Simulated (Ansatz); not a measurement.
Consider the substitution at a C–Si bond: `[SiH3]C1=CC1` + CH₃OH → `COC1=CC1` + SiH₄.

Computed with Ansatz on PBE0-D4/def2-TZVP structures; ΔE is electronic, products minus reactants. CBS: MP2 limit from def2 TZ/QZ plus the TZ coupled-cluster correction, frozen cores. This one scheme is used for every species. One conformer a species, not always the lowest.

| species | CCSD(T)/CBS(def2) energy (Eh) |
| --- | --- |
| `[SiH3]C1=CC1` | -406.74864 |
| CH₃OH | -115.61712 |
| `COC1=CC1` | -230.87473 |
| SiH₄ | -291.46306 |

(1) Work out ΔE.

Largest T1 diagnostic among the species: 0.012.

Answers

(1) ΔE = (-230.87473) + (-291.46306) − (-406.74864) − (-115.61712) = 0.02797 Eh = +73.4 kJ/mol.

From PBE to PBE0 (25 % exact exchange), in def2-TZVPP and without D4, ΔE moves by +4.9 kJ/mol.
